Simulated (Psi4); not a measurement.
Computed with SAPT0/jun-cc-pVDZ, frozen core (Psi4).

Psi4 input:

```
molecule {
0 1
C -0.00066147 1.16938997 0.21888971
C -1.19344538 0.47497723 0.07133697
C -1.13867246 -0.89060908 -0.18347442
N 0.00089775 -1.57317458 -0.29442201
C 1.13964504 -0.89532778 -0.15079869
C 1.19296553 0.47002303 0.10557152
H -0.00130909 2.23341136 0.41801098
H -2.14862271 0.97667941 0.15113877
H -2.05285879 -1.46225783 -0.30394321
H 2.05449507 -1.47082166 -0.24506020
H 2.14756652 0.96770994 0.21275057
--
0 1
Si 0.15979873 -4.37467587 -1.43093772
Si 0.45627064 -3.09005603 -3.36946795
H -1.15310596 -4.07352940 -0.80996018
H 1.22896558 -4.07599345 -0.44722204
H 0.20830957 -5.82031591 -1.75926155
H 0.40777507 -1.64441406 -3.04115429
H 1.76915694 -3.39121218 -3.99047789
H -0.61292184 -3.38873836 -4.35315591
units angstrom
symmetry c1
no_reorient
no_com
}
set basis jun-cc-pvdz
set scf_type df
set freeze_core true
energy('sapt0')
```

Part of the output:

```
    SAPT Results
  --------------------------------------------------------------------------------------------------------
    Electrostatics                -12.33504419 [mEh]      -7.74035709 [kcal/mol]     -32.38565405 [kJ/mol]
      Elst10,r                    -12.33504419 [mEh]      -7.74035709 [kcal/mol]     -32.38565405 [kJ/mol]

    Exchange                       20.40277010 [mEh]      12.80293153 [kcal/mol]      53.56746552 [kJ/mol]
      Exch10                       20.40277010 [mEh]      12.80293153 [kcal/mol]      53.56746552 [kJ/mol]
      Exch10(S^2)                  20.19463999 [mEh]      12.67232791 [kcal/mol]      53.02101999 [kJ/mol]

    Induction                      -3.42303889 [mEh]      -2.14798933 [kcal/mol]      -8.98718736 [kJ/mol]
      Ind20,r                      -9.80315342 [mEh]      -6.15157164 [kcal/mol]     -25.73817575 [kJ/mol]
      Exch-Ind20,r                  7.74478205 [mEh]       4.85992411 [kcal/mol]      20.33392248 [kJ/mol]
      delta HF,r (2)               -1.36466753 [mEh]      -0.85634180 [kcal/mol]      -3.58293409 [kJ/mol]

    Dispersion                     -8.83986102 [mEh]      -5.54709654 [kcal/mol]     -23.20905192 [kJ/mol]
      Disp20                      -10.54435177 [mEh]      -6.61668063 [kcal/mol]     -27.68419175 [kJ/mol]
      Exch-Disp20                   1.70449074 [mEh]       1.06958409 [kcal/mol]       4.47513982 [kJ/mol]
      Disp20 (SS)                  -5.27217588 [mEh]      -3.30834031 [kcal/mol]     -13.84209587 [kJ/mol]
      Disp20 (OS)                  -5.27217588 [mEh]      -3.30834031 [kcal/mol]     -13.84209587 [kJ/mol]
      Exch-Disp20 (SS)              0.95898269 [mEh]       0.60177072 [kcal/mol]       2.51780870 [kJ/mol]
      Exch-Disp20 (OS)              0.74550805 [mEh]       0.46781337 [kcal/mol]       1.95733112 [kJ/mol]

  Total HF                          4.64468702 [mEh]       2.91458511 [kcal/mol]      12.19462410 [kJ/mol]
  Total SAPT0                      -4.19517400 [mEh]      -2.63251143 [kcal/mol]     -11.01442782 [kJ/mol]
```
